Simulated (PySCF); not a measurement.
Correlation energy of In (indium, neutral)

[Kr] 4d10 5s2 5p1, 2P determinant. Computed with PySCF 2.14 in def2-TZVPPD with the def2 core potential (28 electrons), with a scalar-relativistic core potential. Frozen: 4s2 4p6 4d10; 3 electrons correlated.

MP2 pair energies summed by pair of shells (mhartree):

| pair | energy | share (%) |
| --- | --- | --- |
| 5s-5s | -17.70 | 59.1 |
| 5s-5p | -12.26 | 40.9 |

Total MP2 correlation energy: -29.96 mhartree.

Same-spin part -2.22 and opposite-spin part -27.74 mhartree; SCS-MP2 scales them by 1/3 and 6/5 to -34.03 mhartree.
